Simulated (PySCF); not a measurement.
# Atomic charges against the basis set

Species: CH9NSi2.
Numbering: `[NH2:1][SiH2:2][CH2:3][SiH3:4]` (hydrogens: H5, H6 on N1; H7, H8 on Si2; H9, H10 on C3; H11, H12, H13 on Si4)

PBE0 throughout (PySCF), one geometry, spherical d and f functions. The structure is a single PBE0-D3(BJ)/def2-SVP conformer in the gas phase; no vibrational or solvent corrections. Atoms taken as equivalent share a column and are averaged. The first 7 of 8 kinds of atom are listed.

Mulliken charges (e):

```csv
basis,functions,N1,Si2,C3,Si4,H5/H6,H7/H8,H9/H10
STO-3G,37,-0.595,+0.716,-0.468,+0.539,+0.164,-0.137,+0.065
6-31G,62,-1.009,+0.890,-0.973,+0.579,+0.330,-0.129,+0.221
pcSseg-0,62,-1.058,+1.053,-1.465,+0.573,+0.322,-0.082,+0.295
6-31G*,82,-0.929,+0.635,-0.806,+0.371,+0.350,-0.092,+0.214
cc-pVDZ,109,-0.314,+0.378,-0.354,+0.217,+0.110,-0.077,+0.080
def2-SVP,109,-0.421,+0.542,-0.553,+0.365,+0.138,-0.096,+0.103
"6-311+G(2d,p)",178,-0.831,+0.767,-0.810,+0.408,+0.239,-0.082,+0.177
aug-cc-pVDZ,181,-0.287,+0.082,+0.224,-0.655,-0.037,+0.272,-0.319
def2-TZVP,190,-0.635,+0.332,-0.455,+0.163,+0.242,-0.043,+0.145
IGLO-III,248,-0.711,+0.915,-0.832,+0.753,+0.205,-0.187,+0.184
cc-pVTZ,254,-0.354,+0.292,-0.364,+0.152,+0.141,-0.060,+0.107
```

IAO charges (e):

```
        basis  functions      N1     Si2      C3     Si4   H5/H6   H7/H8  H9/H10
       STO-3G         37  -0.699  +0.837  -0.762  +0.637  +0.192  -0.134  +0.128
        6-31G         62  -0.815  +0.753  -0.796  +0.458  +0.265  -0.112  +0.170
     pcSseg-0         62  -0.790  +0.772  -0.822  +0.454  +0.253  -0.115  +0.171
       6-31G*         82  -0.833  +0.877  -0.834  +0.582  +0.262  -0.146  +0.163
      cc-pVDZ        109  -0.827  +0.871  -0.830  +0.576  +0.261  -0.146  +0.163
     def2-SVP        109  -0.820  +0.888  -0.834  +0.598  +0.257  -0.152  +0.161
6-311+G(2d,p)        178  -0.868  +0.909  -0.859  +0.608  +0.272  -0.152  +0.168
  aug-cc-pVDZ        181  -0.858  +0.875  -0.839  +0.576  +0.271  -0.143  +0.166
    def2-TZVP        190  -0.867  +0.921  -0.866  +0.618  +0.271  -0.155  +0.168
     IGLO-III        248  -0.871  +0.919  -0.865  +0.617  +0.273  -0.154  +0.169
      cc-pVTZ        254  -0.861  +0.907  -0.859  +0.603  +0.270  -0.152  +0.168
```

Some averages cover members that differ in this geometry, most widely: H9/H10, Mulliken in aug-cc-pVDZ -0.375 to -0.263; H7/H8, Mulliken in aug-cc-pVDZ +0.233 to +0.312; H5/H6, Mulliken in aug-cc-pVDZ -0.058 to -0.015; H7/H8, Mulliken in pcSseg-0 -0.102 to -0.061 e.

Question: Which scheme is steadiest as the basis changes?

Answer: Largest range over the bases for any column: IAO 0.18 e, Mulliken 1.69 e. IAO charges move least and Mulliken charges most, counted in e. Without the minimal STO-3G basis the ranges are IAO 0.17, Mulliken 1.69 e.

Question: How much do the charges still move between the two largest bases, IGLO-III and cc-pVTZ?

Answer: At most, over all atoms: Mulliken 0.622 e, IAO 0.014 e.

Question: What do the same runs give for the total energy, the frontier levels and the dipole moment?

Answer: 
```tsv
basis	energy (Eh)	HOMO (eV)	LUMO (eV)	μ (D)
STO-3G	-669.0166	-3.54	8.06	1.15
6-31G	-676.7790	-6.91	1.08	1.56
pcSseg-0	-675.9951	-7.03	1.17	1.59
6-31G*	-676.8720	-7.11	1.07	1.49
cc-pVDZ	-676.9112	-7.14	1.06	1.40
def2-SVP	-676.6650	-7.22	1.06	1.45
6-311+G(2d,p)	-676.9714	-7.42	-0.13	1.31
aug-cc-pVDZ	-676.9248	-7.37	-0.29	1.26
def2-TZVP	-676.9811	-7.40	0.47	1.37
IGLO-III	-676.9863	-7.41	0.31	1.30
cc-pVTZ	-676.9822	-7.36	0.58	1.35
```

The dipole is fixed by the density alone, so its range of 0.44 D shows that the density itself changes with the basis, not only its division among atoms.
